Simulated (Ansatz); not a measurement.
```yaml
crystal:
  periodic: [false, false, false]
  atoms:
    - {symbol: Co, position_ang: [-0.003038, 0.048354, -0.009473]}
    - {symbol: Cl, position_ang: [0.033465, -0.019353, 2.102981]}
    - {symbol: Cl, position_ang: [0.039130, -0.017975, -2.063416]}
basis:
  gaussian: {orbitals: def2-SVP}
magnetization: {spin_polarized: true, initial_magnetization: 3}
hamiltonian: {xc: {name: B3LYP}, dispersion: d4}
scf: {lower_state_search: off}
```

```sh
$ ansatz run in.yaml --threads 2 --pin off --events-out ev --progress --plain --max-ram 4352MiB
```

Shortened log:

```
Functional definition: B3LYP
660 factors; integrals over basis functions are off by at most 7.8e-4 eV
mean field evaluation 1: about -62653.1915 eV, gradient 5.3e1 eV
mean field evaluation 2: about -62420.7764 eV, gradient 1.8e2 eV
mean field evaluation 4: about -62662.8776 eV, gradient 5.8e0 eV
mean field evaluation 8: about -62663.0369 eV, gradient 2.2e-1 eV
mean field evaluation 16: about -62663.7593 eV, gradient 8.2e0 eV
mean field -62663.93752769 eV, -2302.8572290002 hartree, gradient 3.3e-6 eV, S^2 3.757801; 0 other end points of the search recorded, 0 dependent functions left out
reference -62663.93775038 eV, -2302.8572371841 hartree; 32, 29 occupied and 35, 38 virtual orbitals, 660 factors
Total energy: -62664.05093755 eV, -2302.8613967357 hartree
Checks for a lower state left out: stability, starts, cluster_reference, orbital_swaps, neighbouring_geometries, increment
```

Hardware: 2 threads of Intel Xeon Platinum 8559C on a shared host. Wall time 1.2 s.

B3LYP takes the VWN-RPA correlation.
